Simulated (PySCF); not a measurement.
## A series of derivatives of O=C(O)CO[SiH3]

Parent skeleton `[O:1]=[C:2]([OH:3])[CH2:4][O:5][SiH3:6]`; one hydrogen on atom 6 is replaced by X. Hydrogens on one atom are averaged.

- GFN2-xTB geometry
- shieldings: GIAO PBE0/pcSseg-1
- run in PySCF
- one computed conformer, one averaged value for each set of equivalent atoms, no relativistic terms, isolated molecule

Scale: 17O against H2O; 13C and 29Si and 1H vs TMS (reference shieldings calculated alike).

(1) Order these by the shift of Si6, most shielded first.
A. X = NHSiH3
B. X = CHO
C. X = OSiH3
D. X = OH

(2) Order these by the shift of O3, most shielded first.
A. X = CHO
B. X = ethynyl
C. X = NHSiH3

Results:

(1) B (-48.2 ppm), C (-43.3 ppm), D (-27.1 ppm), A (-23.6 ppm).

(2) A (196.3 ppm), B (198.5 ppm), C (200.1 ppm).

Unscaled 17O shifts of doubly bonded oxygen tend to come out too high, by tens of ppm or more. Experimental scales use liquid or dissolved standards, which lie at an offset from isolated H2O (liquid H2O: subtract about 36 ppm).
